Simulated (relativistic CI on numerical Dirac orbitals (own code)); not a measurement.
# One change at a time: Cd XXXII

Base calculation: Dirac-Coulomb-Breit CI, separate exchange-only KLI orbitals for each configuration, a model potential for QED, unscaled Slater integrals.

Configurations in the expansion (outside the closed core [Ne]): 3s²3p⁵, 3s3p⁶, 3s²3p⁴3d, 3s3p⁵3d, 3p⁶3d, 3s3p⁴3d², 3s²3p³3d4p, 3p⁶4s, 3s3p⁴3d4s, 3s²3p⁴4s, 3p⁶4p, 3s²3p⁴4p, 3s²3p³3d², 3s²3p²3d³, 3s3p³3d³, 3s²3p²3d²4s, 3s²3p²3d²4p. Double excitations out of closed p, d and f shells are left out; levels of such configurations are missing from the list, as are those of other unlisted configurations, and high levels can miss mixing partners.

Variants: (1) valence Slater integrals scaled by 0.9; (2) only the first 3 configurations. Shifts of the energy above 3s²3p⁵ ²P°3/2, in cm⁻¹, for the lowest level and the first level of each name with at least 55 % of one term (blank where a level changes its place among those of its configuration and J or its character, or is not in the variant):

```json
{"Level": "3s²3p⁵ ²P°3/2", "Base": "0", "Δ(1)": "0", "Δ(2)": "0"}
{"Level": "3s²3p⁵ ²P°1/2", "Base": "356160", "Δ(1)": "+523", "Δ(2)": "+3296"}
{"Level": "3s²3p⁴3d ⁴D5/2", "Base": "1081584", "Δ(1)": "+7578", "Δ(2)": "-18082"}
{"Level": "3s²3p⁴3d ⁴F9/2", "Base": "1178635", "Δ(1)": "+2883", "Δ(2)": "-21556"}
{"Level": "3s²3p⁴3d ⁴D1/2", "Base": "1379378", "Δ(1)": "+11126", "Δ(2)": "-14595"}
{"Level": "3s²3p⁴3d ²G7/2", "Base": "1487314", "Δ(1)": "+789", "Δ(2)": "-18296"}
{"Level": "3s²3p⁴3d ²G9/2", "Base": "1558174", "Δ(1)": "+491", "Δ(2)": "-17955"}
{"Level": "3s3p⁵3d ⁴P°1/2", "Base": "2112264", "Δ(1)": "+27683", "Δ(2)": ""}
{"Level": "3s3p⁵3d ⁴P°3/2", "Base": "2134459", "Δ(1)": "+25171", "Δ(2)": ""}
{"Level": "3s3p⁵3d ⁴F°9/2", "Base": "2234982", "Δ(1)": "+20003", "Δ(2)": ""}
```

At this charge energies of transitions that change n are usually good to better than 1 %, and those within a shell (Δn = 0) to a few per cent.

Ionisation energy from the two ground configurations alone: base 1923.01 eV. The NIST ASD value (semi-empirical) is 1917.9 eV.

LS names give the leading component of a level, which can be under half, so a name can repeat, a term be missing and a line seem to break the LS rules.
